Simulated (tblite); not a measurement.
Run record: tight-binding relaxation, `C#C[C@](C)(C=C)N[SiH3]`.

Computed with GFN2-xTB geometry optimisation, gas phase (tblite 0.8.0). Start geometry: from a force field or distance geometry. The input is one job of a driver script: a line of settings, then coordinates in Å.

Command:
```bash
OMP_NUM_THREADS=1 python probes_run.py task.json out
```

Input:
```
{"job": {"kind": "relax", "xc": "GFN2-xTB", "basis": "xTB"}, "charge": 0, "multiplicity": 1}
C     -0.513600     2.301100    -1.852800
C     -0.341400     1.325900    -1.188200
C     -0.125300     0.119900    -0.351700
C     -0.627300    -1.046400    -1.209200
C     -0.970800     0.187000     0.859300
C     -1.146900     1.365500     1.453400
N      1.264100    -0.062200    -0.146800
Si     1.720000    -1.460900     0.836500
H     -0.668300     3.165600    -2.443500
H     -1.727500    -1.090900    -1.281600
H     -0.166500    -0.952300    -2.216700
H     -0.250900    -1.982600    -0.732300
H     -1.441500    -0.731800     1.243900
H     -1.761800     1.361600     2.339200
H     -0.671100     2.261100     1.054900
H      1.675200     0.836300     0.211000
H      1.378200    -2.755100     0.229800
H      1.177200    -1.403700     2.197200
H      3.188500    -1.428900     0.990400
```

Output:
```
step      E/eV     max force
  0    -626.05031    2.485
  1    -626.21291    2.209
  2    -626.20843    4.192
  3    -626.29947    0.886
  4    -626.32639    0.652
  5    -626.35992    0.501
  6    -626.40165    0.325
  7    -626.41290    0.299
  8    -626.43025    0.210
  9    -626.43704    0.173
... (137 lines left out)
147    -626.55522    0.017
148    -626.55526    0.022
149    -626.55532    0.020
150    -626.55537    0.015
151    -626.55541    0.015
152    -626.55545    0.019
153    -626.55548    0.020
154    -626.55552    0.014
155    -626.55555    0.011
156    -626.55557    0.008
```

«max force» is the largest atomic force in eV/Å.

Summary of the converged run: energy lowered by 11.7 kcal/mol over 156 steps; largest atomic force 0.008 eV/Å at the end.

Problem. Where do the atoms end?

Solution. 0.565 Å rms from the input after alignment:
```
atom  x, y, z in Å
C1    -0.1644    2.2628   -1.8426
C2    -0.1904    1.3074   -1.1224
C3    -0.1412    0.1454   -0.2389
C4    -0.7658   -1.0490   -0.9684
C5    -0.9130    0.3937    1.0415
C6    -1.6521    1.4535    1.3055
N7     1.2594   -0.1170    0.0681
Si8    1.9558   -1.6020    0.5745
H9    -0.1658    3.0963   -2.4803
H10   -1.7827   -0.8037   -1.2673
H11   -0.1810   -1.2854   -1.8533
H12   -0.7871   -1.9169   -0.3145
H13   -0.7924   -0.3996    1.7672
H14   -2.1695    1.5641    2.2441
H15   -1.7734    2.2509    0.5908
H16    1.7175    0.7299    0.3702
H17    1.8493   -2.5746   -0.5151
H18    1.3429   -2.1991    1.7749
H19    3.3440   -1.2476    0.8585
```

Problem. How long does this job take on an Arm Neoverse V1 with one thread, shared host?

Solution. About 1.2 s.
Labels such as C1 count atoms from 1, the log's own numbers from 0.
